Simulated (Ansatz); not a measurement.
`[CH3][AlH][GeH3]` + HCl → `[CH3][AlH][Cl]` + GeH₄  (cleavage of the Al–Ge bond)

Program: Ansatz. Geometries: PBE0-D4/def2-TZVP. ΔE: electronic, gas phase. CCSD(T)/CBS is the MP2 limit (def2-TZVPP, def2-QZVPP) plus CCSD(T) − MP2 in def2-TZVPP, frozen cores. This one scheme is used for every species. Functionals use def2-TZVPP. B3LYP here is the variant with VWN-RPA as its local correlation; programs differ in this. HSE06 is defined as in plane-wave codes. For Ge outer-core shells are correlated without core-valence functions, which leaves a few kJ/mol of doubt a bond. Scalar relativity is left out up to krypton.

`[CH3][AlH][GeH3]`:

Cartesian coordinates in Å:
```
C -1.883 -0.235 0.413
Al -0.227 0.796 0.360
Ge 1.848 -0.197 -0.573
H -1.756 -1.126 1.038
H -2.730 0.333 0.804
H -2.146 -0.600 -0.585
H -0.164 2.286 0.916
H 2.399 0.623 -1.759
H 1.675 -1.642 -1.086
H 2.984 -0.239 0.471
```

HCl:

```xyz
2

Cl    0.205   -0.480    0.370
H    -0.205    0.480   -0.370
```

`[CH3][AlH][Cl]`:

```xyz
7

C    -0.676   -0.595   -0.266
Al    0.771    0.530    0.365
Cl    0.912    2.514   -0.323
H    -0.280   -1.488   -0.760
H    -1.332   -0.079   -0.969
H    -1.284   -0.949    0.573
H     1.888    0.067    1.381
```

GeH₄:

Z-matrix (Å, degrees):
```
Ge
H 1 1.534
H 1 1.534 2 109.5
H 1 1.534 2 109.5 3 -120.0
H 1 1.534 2 109.5 3 120.0
```

```json
{"level": "LDA (SPW92)", "ΔE (kcal/mol)": "-31.9", "difference from CCSD(T)/CBS": "2.8"}
{"level": "PBE-D4", "ΔE (kcal/mol)": "-31.9", "difference from CCSD(T)/CBS": "2.8"}
{"level": "revPBE-D4", "ΔE (kcal/mol)": "-32.2", "difference from CCSD(T)/CBS": "2.5"}
{"level": "BLYP-D4", "ΔE (kcal/mol)": "-34.0", "difference from CCSD(T)/CBS": "0.7"}
{"level": "B3LYP-D4", "ΔE (kcal/mol)": "-35.0", "difference from CCSD(T)/CBS": "-0.3"}
{"level": "r2SCANh-D4", "ΔE (kcal/mol)": "-35.5", "difference from CCSD(T)/CBS": "-0.8"}
{"level": "r2SCAN0-D4", "ΔE (kcal/mol)": "-35.7", "difference from CCSD(T)/CBS": "-1.0"}
{"level": "HSE06-D4", "ΔE (kcal/mol)": "-33.2", "difference from CCSD(T)/CBS": "1.5"}
{"level": "BHLYP-D4", "ΔE (kcal/mol)": "-36.6", "difference from CCSD(T)/CBS": "-1.9"}
{"level": "CAM-B3LYP-D4", "ΔE (kcal/mol)": "-36.1", "difference from CCSD(T)/CBS": "-1.4"}
{"level": "ωB97X-V", "ΔE (kcal/mol)": "-35.7", "difference from CCSD(T)/CBS": "-1.0"}
{"level": "ωB97M-V", "ΔE (kcal/mol)": "-35.9", "difference from CCSD(T)/CBS": "-1.2"}
{"level": "B2PLYP", "ΔE (kcal/mol)": "-36.0", "difference from CCSD(T)/CBS": "-1.3"}
{"level": "PBE-QIDH", "ΔE (kcal/mol)": "-35.2", "difference from CCSD(T)/CBS": "-0.5"}
{"level": "PBE", "ΔE (kcal/mol)": "-32.2", "difference from CCSD(T)/CBS": "2.5"}
{"level": "revPBE", "ΔE (kcal/mol)": "-32.3", "difference from CCSD(T)/CBS": "2.4"}
{"level": "BLYP", "ΔE (kcal/mol)": "-34.4", "difference from CCSD(T)/CBS": "0.3"}
{"level": "r2SCAN", "ΔE (kcal/mol)": "-35.5", "difference from CCSD(T)/CBS": "-0.8"}
{"level": "PBE0", "ΔE (kcal/mol)": "-33.5", "difference from CCSD(T)/CBS": "1.2"}
{"level": "B3LYP", "ΔE (kcal/mol)": "-35.4", "difference from CCSD(T)/CBS": "-0.7"}
{"level": "r2SCANh", "ΔE (kcal/mol)": "-35.6", "difference from CCSD(T)/CBS": "-0.9"}
{"level": "HSE06", "ΔE (kcal/mol)": "-33.5", "difference from CCSD(T)/CBS": "1.2"}
{"level": "BHLYP", "ΔE (kcal/mol)": "-37.2", "difference from CCSD(T)/CBS": "-2.5"}
{"level": "CAM-B3LYP", "ΔE (kcal/mol)": "-36.4", "difference from CCSD(T)/CBS": "-1.7"}
{"level": "LC-ωPBE", "ΔE (kcal/mol)": "-35.1", "difference from CCSD(T)/CBS": "-0.4"}
{"level": "RPA@PBE/def2-TZVPP", "ΔE (kcal/mol)": "-33.4", "difference from CCSD(T)/CBS": "1.3"}
{"level": "HF/def2-SVP", "ΔE (kcal/mol)": "-41.2", "difference from CCSD(T)/CBS": "-6.5"}
{"level": "MP2/def2-SVP", "ΔE (kcal/mol)": "-38.3", "difference from CCSD(T)/CBS": "-3.6"}
{"level": "CCSD(T)/def2-SVP", "ΔE (kcal/mol)": "-36.7", "difference from CCSD(T)/CBS": "-2.0"}
{"level": "HF/def2-TZVPP", "ΔE (kcal/mol)": "-39.6", "difference from CCSD(T)/CBS": "-4.9"}
{"level": "MP2/def2-TZVPP", "ΔE (kcal/mol)": "-36.3", "difference from CCSD(T)/CBS": "-1.6"}
{"level": "SCS-MP2/def2-TZVPP", "ΔE (kcal/mol)": "-36.4", "difference from CCSD(T)/CBS": "-1.7"}
{"level": "CCSD/def2-TZVPP", "ΔE (kcal/mol)": "-34.8", "difference from CCSD(T)/CBS": "-0.1"}
{"level": "CCSD(T)/def2-TZVPP", "ΔE (kcal/mol)": "-34.4", "difference from CCSD(T)/CBS": "0.3"}
{"level": "HF/def2-QZVPP", "ΔE (kcal/mol)": "-39.8", "difference from CCSD(T)/CBS": "-5.1"}
{"level": "MP2/def2-QZVPP", "ΔE (kcal/mol)": "-36.5", "difference from CCSD(T)/CBS": "-1.8"}
{"level": "SCS-MP2/def2-QZVPP", "ΔE (kcal/mol)": "-36.8", "difference from CCSD(T)/CBS": "-2.1"}
{"level": "HF/CBS(def2)", "ΔE (kcal/mol)": "-39.9", "difference from CCSD(T)/CBS": "-5.2"}
{"level": "MP2/CBS(def2)", "ΔE (kcal/mol)": "-36.5", "difference from CCSD(T)/CBS": "-1.8"}
{"level": "CCSD/CBS(def2)", "ΔE (kcal/mol)": "-35.0", "difference from CCSD(T)/CBS": "-0.3"}
{"level": "CCSD(T)/CBS", "ΔE (kcal/mol)": "-34.7", "difference from CCSD(T)/CBS": "0"}
```

Largest T1 diagnostic among the species: 0.012.

Leaving LDA and LC-ωPBE aside and taking each functional with its dispersion term where it has one, the values, not all of them listed here, spread over 5.4 kcal/mol, from B97M-V to PBE-D4. In def2-TZVPP, CCSD(T) changes the Hartree–Fock value by +5.2 kcal/mol (the triples alone add +0.4 kcal/mol) and MP2 by +3.3 kcal/mol.
